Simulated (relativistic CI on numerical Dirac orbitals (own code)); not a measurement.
**Ligand-field terms of d1**

Computed with a parametric ligand-field model of a d^n configuration (Racah B and C, spin-orbit zeta, crystal field), exact diagonalisation.

Field parameters in Wybourne normalisation: D3d B²₀ = −7Dσ, B⁴₀ = −14Dq − 21Dτ, B⁴₃ = −14√(10/7) Dq; D4h B²₀ = −7Ds, B⁴₀ = 21(Dq − Dt), B⁴₄ = 21√(5/14) Dq; Oh B⁴₀ = 21Dq, B⁴₄ = √(5/14) B⁴₀. The field is a parameter set, without covalency.

(1) Ground term and bands for B = 1000, C = 3910, ζ = 0 cm⁻¹, Oh, 10Dq = 14700 cm⁻¹?

(2) Ground term and bands for B = 620, C = 2180, ζ = 0 cm⁻¹, D4h, 10Dq = 27950, Ds = 3000, Dt = 420 cm⁻¹?

(3) Ground term and bands for B = 390, C = 1960, ζ = 0 cm⁻¹, D3d, 10Dq = 13700, Dσ = -1200, Dτ = -80 cm⁻¹?

(4) Ground term and bands for B = 890, C = 4470, ζ = 0 cm⁻¹, D4h, 10Dq = 36400, Ds = 3000, Dt = 290 cm⁻¹?

(5) Ground term and bands for B = 930, C = 4610, ζ = 0 cm⁻¹, D4h, 10Dq = 14650, Ds = 3000, Dt = 160 cm⁻¹?

Answers

(1) Ground term 2T2 with 0.00 electrons in the two orbitals of the cubic e set. Spin-allowed: 2E 14700 cm⁻¹ (680 nm). Lowest spin-forbidden: none.

(2) Ground term 2E with 0.00 electrons in the two orbitals of the cubic e set. Spin-allowed: 2B2 6900 cm⁻¹ (1449 nm), 2A1 20750 cm⁻¹ (482 nm), 2B1 34850 cm⁻¹ (287 nm). Lowest spin-forbidden: none.

(3) Ground term 2E with 0.01 electrons in the two orbitals of the cubic e set. Spin-allowed: 2A1 4286 cm⁻¹ (2333 nm), 2E 15072 cm⁻¹ (663 nm). Lowest spin-forbidden: none.

(4) Ground term 2E with 0.00 electrons in the two orbitals of the cubic e set. Spin-allowed: 2B2 7550 cm⁻¹ (1325 nm), 2A1 30500 cm⁻¹ (328 nm), 2B1 43950 cm⁻¹ (228 nm). Lowest spin-forbidden: none.

(5) Ground term 2E with 0.00 electrons in the two orbitals of the cubic e set. Spin-allowed: 2B2 8200 cm⁻¹ (1220 nm), 2A1 10050 cm⁻¹ (995 nm), 2B1 22850 cm⁻¹ (438 nm). Lowest spin-forbidden: none.
